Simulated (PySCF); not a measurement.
Ge(OH)3(NH2) (GeH5NO3), SMILES [NH2][Ge]([OH])([OH])[OH]. Geometry optimised at PBE-D3(BJ)/def2-SVP. This is a generated structure with no PubChem entry under its InChIKey; it may be hypothetical. The values are those of a single conformer.

Computed equilibrium geometry at PBE-D3(BJ)/def2-SVP (PySCF confirms it by a frequency run) as a Z-matrix (one conformer of several):
```
Ge
O 1 1.7853
H 2 0.9753 1 109.31
O 1 1.7909 2 109.31 3 -36.29
H 4 0.9768 1 108.14 2 125.28
O 1 1.7916 2 114.24 3 77.15
H 6 0.9758 1 109.29 2 77.73
N 1 1.8280 2 103.19 3 -162.82
H 8 1.0258 1 113.23 2 154.34
H 8 1.0266 9 108.57 1 124.28
```
Charge 0, spin multiplicity 1.
